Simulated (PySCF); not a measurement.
1,2,4-triazole (C₂H₃N₃), SMILES n1c[nH]nc1. The structure is a stationary point at TPSSh-D3(BJ)/def2-SVP.

Computed with TPSSh-D3(BJ)/def2-SVP (PySCF).

Harmonic wavenumbers (cm⁻¹): 603, 687, 705, 847, 904, 954, 988, 1096, 1147, 1200, 1274, 1337, 1407, 1471, 1564, 3256, 3261, 3618. Rotational constants (GHz): 10.27, 9.830, 5.023; symmetry number 1.

Q: Work out the zero-point energy and the ideal-gas rigid-rotor harmonic-oscillator thermochemistry at 298.15 K and 1 atm.

A: ZPE = ½ Σ hcν = ½ × 26321 cm⁻¹ = 37.63 kcal/mol. H − E(el) = 40.43 kcal/mol. Entropy in cal/(mol K): translation 38.61, rotation 23.96, vibration 1.84, total 64.42. G − E(el) = 21.23 kcal/mol. Cp = 13.81 cal/(mol K).
